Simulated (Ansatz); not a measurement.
**Question.** Predict a relaxed structure of the cluster K₅⁺ (the lowest singlet isomer of a short search), charge 1, singlet, at PBE/def2-SVP (Ansatz).

**Answer.** 
```xyz
5

K    -0.0540    0.0564    0.1799
K    -4.4060   -1.2953    0.6172
K    -1.6634   -4.0206   -1.0338
K     2.8365    2.8276   -1.9637
K     3.2868    2.4319    2.2004
```
Point group C2 (tolerance 0.1 Å). This is one stationary point.

The restricted singlet is unstable towards broken spin symmetry in Hartree–Fock (as tested in another run); at PBE/def2-SVP this wasn't settled. The structure comes from a short search, and lower isomers may exist.
